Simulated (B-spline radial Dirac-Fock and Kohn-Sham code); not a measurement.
**Dipole and non-dipole photoemission parameters of Nb 2s**

System: atomic niobium, configuration [Kr] 4d4 5s1; threshold 2698.0 eV (tabulated edge). The computed values come from a radial B-spline solver: Dirac-Hartree-Slater photoionisation with a Latter tail; cross sections with all multipoles, angular parameters from the dipole term and its interference with E2.

Input file task.json (cfg lists n, l and occupation; rrms is the nuclear radius in fm):

```json
{"items": [{
  "Z": 41,
  "q": 0,
  "cfg": [[1, 0, 2], [2, 0, 2], [2, 1, 6], [3, 0, 2], [3, 1, 6], [3, 2, 10], [4, 0, 2], [4, 1, 6], [4, 2, 4], [5, 0, 1]],
  "A": 93,
  "rrms": 4.324,
  "do": "xps",
  "hv": [52.0, 55.6, 60, 80, 81.7, 89.9, 141.0, 150, 177.0, 184.0, 200, 244.0, 252.0, 300, 322.0, 432.0, 598.0, 800, 1000, 1280.0, 1400.0, 1890.0, 2360.0, 3090.0, 4210.0, 5260.0, 7130.0, 8520.0, 12000, 12300.0],
  "edges": {"K": 18986.0, "L1": 2698.0, "L2": 2465.0, "L3": 2371.0, "M1": 466.6, "M2": 376.1, "M3": 360.6, "M4": 205.0, "M5": 202.3}
}]}
```

Launch: `python xray2_run.py task.json out`

| hν (eV) | σ (kb) | β | γ |
| --- | --- | --- | --- |
| 3090 | 40.0 | 1.996 | 0.452 |
| 4210 | 23.3 | 1.997 | -0.063 |
| 5260 | 15.4 | 1.997 | -0.054 |
| 7130 | 8.37 | 1.997 | 0.184 |
| 8520 | 5.76 | 1.997 | 0.397 |
| 12000 | ? | ? | ? |
| 12300 | 2.56 | 1.996 | 0.957 |

Q: Give the values at 12000 eV.

A: σ = 2.71 kb, β = 1.996, γ = 0.914. For an s subshell δ is negligible.
